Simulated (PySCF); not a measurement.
**Polarisability and C₆ of Xe (xenon, neutral)**

[Xe], closed-shell 1S. Calculation: PySCF 2.14, in aug-cc-pwCVTZ-DK3; the spin-free X2C one-electron Hamiltonian (Gaussian nucleus). Coupled (time-dependent) response in atomic units; α is the mean over directions.

```csv
method,mean α (bohr³),C₆ (like pair),S(−4)
LC-wPBE,26.88,286.3,119.1
```

S(−4) is the Cauchy moment in α(ω) = α(0) + S(−4) ω² + …

Reference α: 27.32 ± 0.2 bohr³ (recommended; Schwerdtfeger and Nagle, table of static dipole polarizabilities (2023 update)). Published C₆: 302.0 (Gould and Bucko (2016)).

α(iu) at LC-wPBE:

```
u (hartree)  α(iu) (bohr³)
          0          26.88
     0.0500          26.58
      0.100          25.75
      0.200          22.96
      0.300          19.62
      0.500          13.77
      0.750          9.074
       1.00          6.359
       1.50          3.665
       2.00          2.445
       3.00          1.374
       5.00         0.6445
```

A single London oscillator, α(iu) = α/(1 + u²/ω²), gives C₆ = (3/4) ω α². Matching the computed C₆ needs ω = 4 × 286.3 / (3 × 26.88²) = 0.528 hartree.
